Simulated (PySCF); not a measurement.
C6H12BO2, SMILES CC1(C)C(C)(OBO1)[CH2], doublet, GFN2-xTB optimised geometry.

```
21

C     -1.52     2.04     0.84
C     -0.71     1.29    -0.13
C     -1.14     1.64    -1.56
O      0.67     1.63     0.00
B      1.42     0.50     0.00
O      0.67    -0.63    -0.01
C     -0.70    -0.29     0.13
C     -1.53    -1.12    -0.85
C     -1.13    -0.61     1.57
H     -2.57     2.17     0.68
H     -1.05     2.50     1.69
H     -2.18     1.40    -1.73
H     -0.51     1.12    -2.28
H     -1.00     2.71    -1.70
H      2.58     0.50     0.00
H     -1.45    -2.17    -0.57
H     -2.58    -0.82    -0.80
H     -1.17    -1.01    -1.87
H     -0.52    -0.04     2.27
H     -2.17    -0.36     1.72
H     -0.97    -1.67     1.76
```

Density from unrestricted PBE0/def2-SVP in PySCF at that geometry.

Minimum of the electron density along straight lines between bonded atoms, close to the bond critical point (lines longer than 1.1 times the sum of covalent radii, or with two minima, are not listed):

```tsv
bond	length / Å	ρ at the minimum / e bohr⁻³	∇²ρ there / e bohr⁻⁵	position (fraction from the first atom)
C1–C2	1.467	0.276	-0.68	0.50
C2–C3	1.540	0.242	-0.55	0.51
C2–O4	1.428	0.251	-0.47	0.35
O4–B5	1.353	0.209	1.18	0.67
B5–O6	1.355	0.208	1.16	0.33
C2–C7	1.604	0.223	-0.48	0.50
O6–C7	1.421	0.254	-0.45	0.65
C7–C8	1.524	0.250	-0.59	0.51
C7–C9	1.532	0.247	-0.58	0.51
C1–H10	1.071	0.285	-1.08	0.63
C1–H11	1.071	0.285	-1.10	0.64
C3–H12	1.085	0.278	-1.02	0.62
C3–H13	1.087	0.277	-1.02	0.63
C3–H14	1.087	0.277	-1.03	0.63
B5–H15	1.162	0.186	-0.16	0.43
C8–H16	1.088	0.277	-1.02	0.63
C8–H17	1.086	0.276	-1.01	0.62
C8–H18	1.085	0.278	-1.03	0.63
C9–H19	1.087	0.277	-1.02	0.62
C9–H20	1.087	0.277	-1.01	0.62
C9–H21	1.088	0.277	-1.02	0.63
```
